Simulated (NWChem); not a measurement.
Species: CF$_{3}$NOSi; SMILES C(=O)=N[Si](F)(F)F

```xyz
7

O      3.2931    -0.1711     0.0417
C      2.1230    -0.1122     0.0275
N      0.9218    -0.0524     0.0130
Si    -0.7508     0.0387    -0.0075
F     -1.3479    -1.0290    -1.0147
F     -1.3352    -0.2473     1.4373
F     -1.2179     1.4820    -0.4654
```
Atoms are numbered in this order, from 1.

All runs: NWChem. Pople sets run with spherical d functions. All runs use the structure optimised with B3LYP/6-31G* (spherical d). GIAO values for the isolated, static molecule; σ is the absolute isotropic shielding, δ = σ(reference) − σ with the isolated reference molecule computed at the same levels (13C: tetramethylsilane, 19F: trichlorofluoromethane, 15N: ammonia, 17O: water, 29Si: tetramethylsilane).

For level PBE0/pcSseg-1:

```yaml
"δ O1 (ppm)": 149.0
"δ C2 (ppm)": 125.6
"δ N3 (ppm)": 39.7
"δ Si4 (ppm)": -109.7
"δ F5 (ppm)": -162.5
```

Task: What are these values for level B3LYP/6-31G*?

Result: The δ O1 (ppm) is 112.1 and the δ C2 (ppm) comes out as 108.1. The δ N3 (ppm) is 23.8, the δ Si4 (ppm) is -92.6 and the δ F5 (ppm) is -153.0.
